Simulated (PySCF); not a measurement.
Below is a simulated gas-phase C 1s photoelectron spectrum of `CC[Se-]`.

Every computed line was given a Gaussian of 0.4 eV full width at half maximum and an area set by the number of equivalent atoms; the highest printed point is 100. Method used: delta-SCF UKS SCAN, pcX-2 on the ionised atom, pcseg-1 elsewhere, spin-free X2C in PySCF.

```
binding energy (eV)  intensity
              284.7          0
              284.8          2
              284.9          8
              285.0         26
              285.1         57
              285.2         89
              285.3        100
              285.4         82
              285.5         59
              285.6         59
              285.7         81
              285.8        100
              285.9         91
              286.0         59
              286.1         27
              286.2          9
              286.3          2
              286.4          0
```

**Question.** Count the maxima, the lines and the sites behind this envelope.

**Answer.** The curve has 2 maxima (at 285.3 and 285.8 eV). Under it lie 2 lines from 2 inequivalent carbon sites.

**Question.** Decompose the envelope and assign each component. Numbering: `[CH3:1][CH2:2][Se-:3]`.

**Answer.** 
```csv
position (eV),relative area,line,atoms,environment
285.28,1,C 1s,C2,sp3 carbon bound to selenium
285.82,1,C 1s,C1,methyl carbon
```

**Question.** Above which line width would these two lines show one maximum?

**Answer.** Two equal Gaussians merge once their distance is under 2σ = FWHM/1.177. With 0.54 eV between them that is a full width over 0.64 eV.

The listed C 1s values span 0.54 eV, from C2 (bonded to C, Se and 2 H) to C1 (bonded to C and 3 H). Summing the Pauling electronegativity differences to the bonded atoms, each weighted by its formal bond order, gives -0.70 for the lowest site and -1.05 for the highest; the largest sum, -0.70, belongs to C2, 0.54 eV below the top. The smallest sum, -1.05, belongs to C1, 0.54 eV above the lowest.

No satellites, vibrations or lifetime broadening are included. The species carries charge -1, so core ionisation leaves a neutral species. The basis sets have no added diffuse functions. Isolated species at its PBE0-D3(BJ)/def2-SVP geometry, gas phase.
